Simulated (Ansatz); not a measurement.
Geometry optimisation, Ansatz, RHF/def2-SVP.

The input (input.yaml):

```yaml
crystal:
  periodic: [false, false, false]
  atoms:
    - { symbol: O, position_ang: [-1.4194, 1.8348, 1.1676] }
    - { symbol: C, position_ang: [-0.6205, 0.7753, 1.0181] }
    - { symbol: B, position_ang: [-0.1556, 0.6834, -0.5028] }
    - { symbol: O, position_ang: [-0.3756, -0.4787, -1.3073] }
    - { symbol: Si, position_ang: [0.8986, -1.5588, -1.1752] }
    - { symbol: H, position_ang: [-1.7414, 1.9136, 2.1083] }
    - { symbol: H, position_ang: [0.2974, 0.8988, 1.6819] }
    - { symbol: H, position_ang: [-1.1176, -0.139, 1.2822] }
    - { symbol: H, position_ang: [-1.10476, -0.11874, -1.87196] }
    - { symbol: H, position_ang: [2.1188, -0.8973, -1.6363] }
    - { symbol: H, position_ang: [1.0716, -1.946, 0.2698] }
    - { symbol: H, position_ang: [0.6646, -2.7519, -1.9397] }
basis:
  gaussian: { orbitals: def2-SVP }
hamiltonian:
  xc: hf
relax:
  f_tol: 0.02
  max_steps: 50
```

Command:

```bash
$ ansatz run input.yaml --threads 2 --pin off --max-ram 3072MiB --backend cpu --events-out ev --progress --plain --runs-dir out
```

Where does it end, and by what steps?

The forces met the threshold. The force dipped under the threshold on the way, but the program's further checks kept it going. After 24 steps the energy has fallen by 2.447 eV; B3 moved furthest, 1.49 Å. Parted: B3–O4.

```tsv
step	energy less start (eV)	largest force component (eV/Å)	accepted
0	0.0000	5.585	yes
1	-1.1181	2.181	yes
2	-1.6029	1.057	yes
3	-1.8797	0.838	yes
4	-2.1000	0.836	yes
5	-2.2420	0.892	yes
6	-2.3527	0.339	yes
7	-2.4106	0.340	yes
8	-2.4121	0.520	yes
9	-2.4375	0.164	yes
10	-2.4404	0.080	yes
11	-2.4420	0.041	yes
12	-2.4435	0.095	yes
13	-2.4443	0.077	yes
14	-2.4451	0.070	yes
15	-2.4459	0.065	yes
16	-2.4463	0.047	yes
17	-2.4465	0.036	yes
18	-2.4468	0.033	yes
19	-2.4469	0.030	yes
20	-2.4470	0.032	yes
21	-2.4471	0.031	yes
22	-2.4471	0.021	yes
23	-2.4472	0.018	yes
24	-2.4472	0.014	yes
```

```xyz
12
Properties=species:S:1:pos:R:3
O -1.690 2.167 1.871
C -1.064 1.229 1.046
B -1.318 1.618 -0.463
O 0.211 -0.656 -1.190
Si 1.148 -2.017 -1.324
H -1.550 1.953 2.779
H 0.025 1.185 1.194
H -1.442 0.207 1.192
H -0.087 -0.196 -1.962
H 2.426 -1.718 -2.010
H 1.411 -2.483 0.050
H 0.445 -3.074 -2.088
```

The run took 22 s on 2 threads of Intel(R) Xeon(R) 6975P-C (Granite Rapids), with other jobs on the host, peak memory 0.23 GiB.
